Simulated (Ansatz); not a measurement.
```xyz
2

Cu   -0.0221   -0.0016   -0.7251
Cl   -0.0349   -0.0339    1.3247
```

RHF-MP2 on singlet CuCl was run in several spherical basis sets with Ansatz (development build ahead of 0.2.0). Frozen core: 10 orbitals.

Task: Rank the basis sets by the total energy that they give, lowest first, with the distance from the lowest.
A. aug-cc-pVDZ
B. STO-3G
C. 6-31G

Result: A (0.00 eV), C (25.61 eV), B (663.14 eV).

Totals follow the description of the cores as much as that of the bonds, so this order isn't one of quality for chemistry.
